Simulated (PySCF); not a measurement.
**A small calculation by hand: oscillator strength and radiative lifetime**

C₅H₄F₂O, SMILES C=C=COC=C(F)F.

Coordinates come from a PBE0-D3(BJ)/def2-SVP optimisation. This is a generated structure with no PubChem entry under its InChIKey; it may be hypothetical. One conformer was computed; it need not be the lowest.

PySCF with TDA-PBE/def2-SVPD puts the first singlet state with f over 0.02 at 5.40 eV (vertical), with the transition dipole (1.291, 0.268, 0.245) in atomic units.

Task: Find the oscillator strength, the wavelength and the radiative lifetime that this transition would have in vacuum if emission retraced absorption.

Result: 
|μ|² = 1.7985 au, so |μ| = 3.41 D. ΔE = 5.40/27.211 = 0.1984 hartree. f = (2/3) ΔE |μ|² = 0.238 (the program prints 0.238).
λ = 1239.84/5.40 = 230 nm; ν = 43554 cm⁻¹.
Einstein's coefficient A = 0.6670 ν² f s⁻¹ (ν in cm⁻¹) = 3.0e8 s⁻¹, so τ = 1/A = 3.3 ns. This state is S3; the lower singlets have f = 0.000, 0.001. The figure is the radiative limit of this one transition; relaxation, internal conversion, crossing to triplets and a medium change what is measured.
